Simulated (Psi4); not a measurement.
C₄H₄S, triplet, geometry from GFN2-xTB (a higher spin typed on purpose: for a closed-shell molecule this is an excited state), atoms displaced at random by about 0.05 Å a coordinate; B3LYP/STO-3G run with Psi4.

Psi4 was given this input:
```
memory 2 GB

molecule {
0 3
C     0.32343205   -1.45114136    0.22855053
C    -0.99286884   -1.11568154    0.16657007
C    -1.18254472    0.32015166    0.02544786
S     0.22826440    1.16986073   -0.10208143
C     1.22844908   -0.16950554   -0.10859619
H     0.65409237   -2.47191487    0.25657922
H    -1.71372455   -1.85320862    0.38020010
H    -2.12726033    0.84434103    0.08708815
H     2.30393572   -0.22119827   -0.12343028
}

set {
  basis sto-3g
  reference uks
  step_type nr
}

optimize('b3lyp')
print_variables()
```

What the program printed (banner, timings and long lists left out):

```
gradient() will perform analytic gradient computation.

   => Loading Basis Set <=

    Name: STO-3G
    Role: ORBITAL
    Keyword: BASIS

         ---------------------------------------------------------
                                   SCF
               by Justin Turney, Rob Parrish, Andy Simmonett
                          and Daniel G. A. Smith
                              UKS Reference
         ---------------------------------------------------------

  ==> Geometry <==

    Molecular point group: c1
    Full point group: C1

    Geometry (in Angstrom), charge = 0, multiplicity = 3:

       Center              X                  Y                   Z               Mass
    ------------   -----------------  -----------------  -----------------  -----------------
         C            0.336219268600    -1.506827224062     0.215633808826    12.000000000000
         C           -0.980081621400    -1.171367404062     0.153653348826    12.000000000000
         C           -1.169757501400     0.264465795938     0.012531138826    12.000000000000
         S            0.241051618600     1.114174865938    -0.114998151174    31.972071174400
         C            1.241236298600    -0.225191404062    -0.121512911174    12.000000000000
         H            0.666879588600    -2.527600734062     0.243662498826     1.007825032230
         H           -1.700937331400    -1.908894484062     0.367283378826     1.007825032230
         H           -2.114473111400     0.788655165938     0.074171428826     1.007825032230
         H            2.316722938600    -0.276884134062    -0.136347001174     1.007825032230

  Running in c1 symmetry.

  Rotational constants: A =      0.27592  B =      0.16973  C =      0.10530 [cm^-1]
  Rotational constants: A =   8271.86731  B =   5088.28448  C =   3156.77617 [MHz]
  Nuclear repulsion =  200.983558581419771

  Charge       = 0
  Multiplicity = 3
  Electrons    = 44
  Nalpha       = 23
  Nbeta        = 21

  ==> Algorithm <==

  SCF Algorithm Type is DF.
  DIIS enabled.
  MOM disabled.
  Fractional occupation disabled.
  Guess Type is SAD.
  Energy threshold   = 1.00e-08
  Density threshold  = 1.00e-08
  Integral threshold = 1.00e-12

  ==> Primary Basis <==

  Basis Set: STO-3G
    Blend: STO-3G
    Number of shells: 21
    Number of basis functions: 33
    Number of Cartesian functions: 33
    Spherical Harmonics?: true
    Max angular momentum: 1

  ==> DFT Potential <==

   => LibXC <=

    Version 7.1.2
    S. Lehtola, C. Steigemann, M. J. T. Oliveira, and M. A. L. Marques,  SoftwareX 7, 1–5 (2018) (10.1016/j.softx.2017.11.002)

   => Composite Functional: B3LYP <=

    B3LYP Hyb-GGA Exchange-Correlation Functional

    P. J. Stephens, F. J. Devlin, C. F. Chabalowski, and M. J. Frisch,  J. Phys. Chem. 98, 11623 (1994) (10.1021/j100096a001)

    Deriv               =              1
    GGA                 =           TRUE
    Meta                =          FALSE

    Exchange Hybrid     =           TRUE
    MP2 Hybrid          =          FALSE

   => Exchange Functionals <=

    0.0800   Slater exchange
    0.7200         Becke 88

   => Exact (HF) Exchange <=

    0.2000               HF

   => Correlation Functionals <=

    0.1900   Vosko, Wilk & Nusair (VWN5_RPA)
    0.8100   Lee, Yang & Parr

   => LibXC Density Thresholds  <==

    XC_HYB_GGA_XC_B3LYP:  1.00E-15

   => Molecular Quadrature <=

    Radial Scheme          =       TREUTLER
    Pruning Scheme         =           NONE
    Nuclear Scheme         =       TREUTLER

    Blocking Scheme        =         OCTREE
    BS radius alpha        =              1
    Pruning alpha          =              1
    Radial Points          =             75
    Spherical Points       =            302
    Total Points           =         188799
    Total Blocks           =           1442
    Max Points             =            256
    Max Functions          =             32
    Weights Tolerance      =       1.00E-15

   => Loading Basis Set <=

    Name: (STO-3G AUX)
    Role: JKFIT
    Keyword: DF_BASIS_SCF

  ==> Integral Setup <==

  SCF_SUBTYPE=INCORE selected. In-core MEM_DF algorithm will be used.
  Using in-core AOs.

  ==> MemDFJK: Density-Fitted J/K Matrices <==

    J tasked:                   Yes
    K tasked:                   Yes
    wK tasked:                   No
    Algorithm:                 Core
    Schwarz Cutoff:           1E-12
    Mask sparsity (%):       2.7548
    Fitting Condition:        1E-10

   => Auxiliary Basis Set <=

  Basis Set: (STO-3G AUX)
    Blend: DEF2-UNIVERSAL-JKFIT
    Number of shells: 162
    Number of basis functions: 500
    Number of Cartesian functions: 591
    Spherical Harmonics?: true
    Max angular momentum: 4

  Minimum eigenvalue in the overlap matrix is 1.9105640213E-01.
  Reciprocal condition number of the overlap matrix is 7.9195267492E-02.
    Using symmetric orthogonalization.

  ==> Pre-Iterations <==

  SCF Guess: Superposition of Atomic Densities via on-the-fly atomic UHF (no occupation information).

   -------------------------
    Irrep   Nso     Nmo
   -------------------------
     A         33      33
   -------------------------
    Total      33      33
   -------------------------

  ==> Iterations <==

                           Total Energy        Delta E     RMS |[F,P]|

   @DF-UKS iter SAD:  -544.63518319912521   -5.44635e+02   0.00000e+00
   @DF-UKS iter   1:  -546.53784498772859   -1.90266e+00   3.60657e-03 DIIS/ADIIS
   @DF-UKS iter   2:  -546.54000312246114   -2.15813e-03   4.31500e-03 DIIS/ADIIS
   @DF-UKS iter   3:  -546.55421377120354   -1.42106e-02   1.48128e-03 DIIS/ADIIS
   @DF-UKS iter   4:  -546.55572352072988   -1.50975e-03   7.14786e-04 DIIS/ADIIS
   @DF-UKS iter   5:  -546.55618760952405   -4.64089e-04   2.03003e-04 DIIS/ADIIS
   @DF-UKS iter   6:  -546.55625665856348   -6.90490e-05   9.06729e-05 DIIS
   @DF-UKS iter   7:  -546.55627736063366   -2.07021e-05   4.22214e-05 DIIS
[...]
  @DF-UKS Final Energy:  -546.59411161675530
    Total Energy =                       -546.5941116167552991
  @DF-UKS Final Energy:  -546.59353421786363
    Total Energy =                       -546.5935342178636347
  @DF-UKS Final Energy:  -546.59410853055022
    Total Energy =                       -546.5941085305502156
  @DF-UKS Final Energy:  -546.59435043868234
    Total Energy =                       -546.5943504386823406
  @DF-UKS Final Energy:  -546.59437074755101
    Total Energy =                       -546.5943707475510109
  @DF-UKS Final Energy:  -546.59437240088107
    Total Energy =                       -546.5943724008810705
  @DF-UKS Final Energy:  -546.59437308284180
    Total Energy =                       -546.5943730828417984
[...]
	 D(6,1,5,9)       =        -0.665207         -38.113551
	 D(7,2,3,8)       =         0.396088          22.694198

	        --- Internal Coordinate Step in ANG or DEG, aJ/ANG or AJ/DEG ---
	-------------------------------------------------------------------------------
	           Coordinate      Previous         Force          Change          New
	           ----------      --------        ------          ------        ------
	               R(1,2)       1.35744        0.00049        0.00079       1.35823
	               R(1,5)       1.51598        0.00043        0.00251       1.51849
	               R(1,6)       1.09693       -0.00005       -0.00006       1.09687
	               R(2,3)       1.47721       -0.00143       -0.00341       1.47380
	               R(2,7)       1.09750        0.00000        0.00003       1.09752
	               R(3,4)       1.79518        0.00011        0.00029       1.79547
	               R(3,8)       1.09813       -0.00013       -0.00029       1.09784
	               R(4,5)       1.80440        0.00006        0.00036       1.80476
	               R(5,9)       1.10299        0.00019        0.00021       1.10320
	             B(1,2,3)     113.72625        0.00000        0.04546     113.77171
	             B(1,2,7)     124.90383       -0.00000       -0.06198     124.84184
	             B(1,5,4)     110.59967       -0.00000       -0.10107     110.49861
	             B(1,5,9)     120.49670       -0.00000       -0.15891     120.33779
	             B(2,1,5)     113.19372       -0.00000       -0.05210     113.14161
	             B(2,1,6)     125.46542        0.00000        0.03590     125.50132
	             B(2,3,4)     112.22482        0.00000        0.09763     112.32245
	             B(2,3,8)     123.65357        0.00000        0.25894     123.91251
	             B(3,2,7)     121.36783       -0.00000        0.01542     121.38325
	             B(3,4,5)      90.18527        0.00000       -0.00252      90.18275
	             B(4,3,8)     120.45778       -0.00000        0.04325     120.50102
	             B(4,5,9)     118.46819        0.00000       -0.22117     118.24702
	             B(5,1,6)     121.34050        0.00000        0.01594     121.35643
	           D(1,2,3,4)       0.60468       -0.00000       -0.12485       0.47984
	           D(1,2,3,8)    -157.80816       -0.00000       -1.29357    -159.10173
	           D(1,5,4,3)       2.44629       -0.00000        0.18217       2.62845
	           D(2,1,5,4)      -2.65052        0.00000       -0.29714      -2.94766
	           D(2,1,5,9)    -218.32308       -0.00000       -1.08861    -219.41169
	           D(2,3,4,5)      -1.80194        0.00000       -0.04873      -1.85067
	           D(3,2,1,5)       1.31346        0.00000        0.27024       1.58370
	           D(3,2,1,6)    -178.90626       -0.00000        0.20303    -178.70324
	           D(3,4,5,9)    -142.69226        0.00000        0.93131    -141.76095
	           D(4,3,2,7)     181.10704       -0.00000       -0.00732     181.09972
	           D(4,5,1,6)     177.55900        0.00000       -0.23312     177.32588
	           D(5,1,2,7)    -179.20956       -0.00000        0.14848    -179.06109
	           D(5,4,3,8)     157.38730        0.00000        1.12709     158.51438
	           D(6,1,2,7)       0.57072       -0.00000        0.08126       0.65198
	           D(6,1,5,9)     -38.11355       -0.00000       -1.02459     -39.13814
	           D(7,2,3,8)      22.69420       -0.00000       -1.17605      21.51815
	-------------------------------------------------------------------------------

	                                 ==> Convergence Check <==

	Measures of convergence in internal coordinates in au.

	Criteria marked as inactive (o), active & met (*), and active & unmet ( ).

	----------------------------------------------------------------------------------------------
	   Step    Total Energy     Delta E     Max Force     RMS Force      Max Disp      RMS Disp
	----------------------------------------------------------------------------------------------
	  Convergence Criteria     1.00e-06 *    3.00e-04 *             o    1.20e-03 *             o
	----------------------------------------------------------------------------------------------
	    14    -546.59437308   -6.82e-07 *    1.73e-04 *    3.55e-05 o    2.26e-02      8.09e-03 o  ~
	----------------------------------------------------------------------------------------------

Next Geometry in Ang
	Fragment 1 (Ang)

	    C   0.3389939521  -1.5224506303   0.2156158296
	    C  -0.9702991872  -1.1803642542   0.3318974212
	    C  -1.2317731298   0.2530091796   0.1101559016
	    S   0.2650528151   1.1682111576  -0.2714552956
	    C   1.2414246288  -0.3375061372  -0.0799305858
	    H   0.7443623222  -2.5361196402   0.3218000598
	    H  -1.7839000495  -1.8815102673   0.5577351560
	    H  -2.1274471182   0.7752468763   0.4710968678
	    H   2.2330441146  -0.2596162749   0.3972261513

    Final optimized geometry and variables:
    Molecular point group: c1
    Full point group: C1

    Geometry (in Angstrom), charge = 0, multiplicity = 3:

    C            0.338888063956    -1.520807750755     0.219130459328
    C           -0.971098054319    -1.181992158694     0.327702456931
    C           -1.234013036802     0.254384805970     0.104415529854
    S            0.264613402207     1.168663276094    -0.270920051676
    C            1.239148371177    -0.337427975981    -0.076419537904
    H            0.745724276736    -2.533400752335     0.330457789914
    H           -1.784941227810    -1.883900311634     0.550151711127
    H           -2.124750215102     0.775538711732     0.479739137816
    H            2.235886768015    -0.262157835152     0.389884010527

  Variable Map:
  ----------------------------------------------------------------------------
[...]
  Array Variable Map:
  ----------------------------------------------------------------------------
[...]
Optimizer: Optimization complete!
```
